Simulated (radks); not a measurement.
The numbers below are computed, except where a source is named.
Spin polarisation of the 6s1 shell in neutral caesium. Start: [Xe] 6s(up 0.5, down 0.5); electrons of 6s are moved from spin down to spin up, other shells keep equal spins. Level of theory: scalar-relativistic Kohn-Sham, LDA (Slater exchange, Perdew-Wang correlation), spin-polarised, spherical densities, finite nucleus; Fermi nuclear charge, rms radius of each element as measured or else 0.836 A^(1/3) + 0.57 fm (a radial shooting solver on a logarithmic mesh with Libxc functionals).

| moment (Bohr magnetons) | E - E(0) (eV) | e(6s up) (eV) | e(6s down) (eV) | 5p down minus up (eV) | 5s down minus up (eV) |
|---|---|---|---|---|---|
| 0 | 0.000 | -2.225 | -2.225 | 0.000 | 0.000 |
| 0.25 | -0.007 | -2.276 | -2.166 | 0.017 | 0.008 |
| 0.5 | -0.028 | -2.320 | -2.097 | 0.034 | 0.016 |
| 0.75 | -0.063 | -2.357 | -2.018 | 0.052 | 0.025 |
| 1 | -0.113 | -2.387 | -1.909 | 0.069 | 0.033 |

At moment 1 the spin-polarisation energy is -0.113 eV and the 6s exchange splitting 0.478 eV, that is 0.478 eV per Bohr magneton; E = -I m^2/4 would give I = 0.451 eV.
